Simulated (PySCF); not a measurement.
A structure optimised at PBE0-D3(BJ)/def2-SVP, used in a PySCF frequency run:

```xyz
12

Al     0.5223    -0.1401     0.7249
F      1.6822    -1.0932     1.4251
O      0.3694     1.4848     1.1666
H      0.9144     1.9335     1.8144
O     -0.4858    -0.8421    -0.4209
C     -1.4677    -0.4009    -1.3114
C     -1.0382     0.8283    -2.0870
H     -1.6935    -1.2260    -2.0102
H     -2.4075    -0.1869    -0.7674
H     -0.1224     0.6195    -2.6627
H     -1.8200     1.1454    -2.7945
H     -0.8342     1.6685    -1.4035
```
Charge 0, spin multiplicity 1.

Problem. Write its SMILES and formula.

Solution. CC[O][Al]([OH])[F], C₂H₆AlFO₂

Problem. What are its rotational constants (standard atomic weights)?

Solution. 4.9597, 1.7099, 1.3715 GHz
